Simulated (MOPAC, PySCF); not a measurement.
C2H4S3, SMILES `S/C=C\SS`, neutral singlet in the gas phase. 

Cartesian coordinates (Å):
```xyz
9

S     -1.2934    -1.9228    -0.3162
C     -1.2254    -0.3954     0.5021
C     -0.4752     0.6764     0.2295
S      0.5914     0.7782    -1.1526
S      2.3962     1.2556    -0.3040
H     -0.3284    -1.6404    -1.2134
H     -1.9088    -0.3518     1.3446
H     -0.5440     1.5579     0.8564
H      2.7771     0.0177     0.0674
```
Charge 0, multiplicity 1.

All levels are single points at this geometry (PBE0-D3(BJ)/def2-TZVP); Pople sets use spherical d functions. Orbital energies aren't observables, and empty levels follow the basis.

| level | HOMO (eV) | LUMO (eV) | gap (eV) | dipole (D) | vertical IE, Delta-SCF (eV) |
|---|---|---|---|---|---|
| PBE0-D3(BJ)/def2-TZVP in PySCF | -6.50 | -1.29 | 5.21 | 1.14 | 8.35 |
| B3LYP/3-21G in PySCF | -6.38 | -1.51 | 4.87 | 1.43 | – |
| B3LYP/6-311+G** in PySCF | -6.36 | -1.63 | 4.74 | 1.17 | – |
| B3LYP/6-31G* in PySCF | -6.17 | -1.35 | 4.83 | 1.25 | 8.28 |
| M06-2X/6-31G* in PySCF | -7.51 | -0.31 | 7.20 | 1.29 | – |
| HF/STO-3G in PySCF | -6.21 | 7.76 | 13.97 | 0.80 | – |
| AM1 in MOPAC | -8.95 | -2.01 | 6.94 | 1.50 | – |
| PM6 in MOPAC | -8.94 | -1.43 | 7.51 | 1.09 | – |
| PM7 in MOPAC | -8.88 | -1.41 | 7.47 | 1.30 | – |
